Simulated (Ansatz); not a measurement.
H6AlO2Si2 (SMILES [SiH3][O][Al+][O][SiH3]), charge +1, singlet, geometry from GFN2-xTB (such geometries of metal compounds can be far from the true shape); CCSD/STO-3G (Ansatz, an electronic-structure program).

The Ansatz input:
Ansatz 0.2 input:
```yaml
crystal:
  periodic: [false, false, false]
  atoms:
    - {symbol: Al, position_ang: [0.00000000, -0.00000000, -0.00000000]}
    - {symbol: O, position_ang: [-1.35076414, 0.16845009, 0.86244077]}
    - {symbol: Si, position_ang: [-2.81839043, 0.35147375, 1.79949611]}
    - {symbol: H, position_ang: [-2.60943543, -0.64800399, 2.84364877]}
    - {symbol: H, position_ang: [-3.83169504, 0.04015784, 0.79492213]}
    - {symbol: H, position_ang: [-2.71613638, 1.74982381, 2.20819395]}
    - {symbol: O, position_ang: [1.35076414, -0.16845009, -0.86244077]}
    - {symbol: Si, position_ang: [2.81839043, -0.35147375, -1.79949611]}
    - {symbol: H, position_ang: [2.37190485, -1.27348421, -2.84037077]}
    - {symbol: H, position_ang: [3.72579932, -0.89679443, -0.79346074]}
    - {symbol: H, position_ang: [3.05956268, 1.02830098, -2.21293335]}
basis:
  gaussian:
    orbitals: STO-3G
total_charge: 1
magnetization: {spin_polarized: false}
correlation: {method: ccsd}
```

The log (banner, timings and long lists left out):

```
Functional definition: HF
511 factors; integrals over basis functions are off by at most 2.4e-5 eV
mean field evaluation 1: about -26153.9699 eV, gradient 4.1e1 eV
mean field evaluation 2: about -26154.0319 eV, gradient 4.1e1 eV
mean field evaluation 4: about -26159.9191 eV, gradient 1.6e0 eV
mean field evaluation 8: about -26159.9268 eV, gradient 1.7e-5 eV
mean field evaluation 16: about -26159.8618 eV, gradient 3.4e-2 eV
mean field -26159.92684786 eV, -961.3595798235 hartree, gradient 9.5e-7 eV, S^2 0.000000; 0 other end points of the search recorded, 0 dependent functions left out
17 core orbitals not correlated
reference -26159.92684786 eV, -961.3595798235 hartree; 14, 14 occupied and 12, 12 virtual orbitals, 511 factors
second order -5.19923200 eV of doubles, -0.00000000 eV of singles
cycle   1  -5.65774848 eV  change   -4.6e-1 eV  update   1.5e-1
cycle   2  -6.21483189 eV  change   -5.6e-1 eV  update   4.9e-2
cycle   3  -6.37997648 eV  change   -1.7e-1 eV  update   2.8e-2
cycle   4  -6.38120602 eV  change   -1.2e-3 eV  update   4.2e-3
cycle   5  -6.37876323 eV  change    2.4e-3 eV  update   1.6e-3
cycle   6  -6.37823045 eV  change    5.3e-4 eV  update   4.9e-4
cycle   7  -6.37820532 eV  change    2.5e-5 eV  update   1.6e-4
cycle   8  -6.37827067 eV  change   -6.5e-5 eV  update   7.8e-5
cycle   9  -6.37831084 eV  change   -4.0e-5 eV  update   2.3e-5
cycle  10  -6.37831922 eV  change   -8.4e-6 eV  update   8.1e-6
Total energy: -26166.30516708 eV, -961.5939787315 hartree
```
